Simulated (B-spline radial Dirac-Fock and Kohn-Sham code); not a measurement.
Model: Dirac-Fock (average of configuration) total-energy differences with a finite nucleus, the Breit interaction including its frequency dependence, and self-energy and vacuum-polarisation corrections. Program: a radial B-spline solver. Free neutral atoms.

Question: Order these X-ray lines by photon energy, lowest first.
A. Pr Lγ1
B. Pt Lβ6
C. Pb Lγ1
D. Ho Lα2
E. Sm Lγ4
F. Bi Lγ2

Answer: A (6321.8 eV), D (6680.2 eV), E (7719.6 eV), B (10832.4 eV), C (14760.3 eV), F (15580.8 eV).

Values without a named source are computed, but for edge energies of neutral atoms, which are taken from tables.
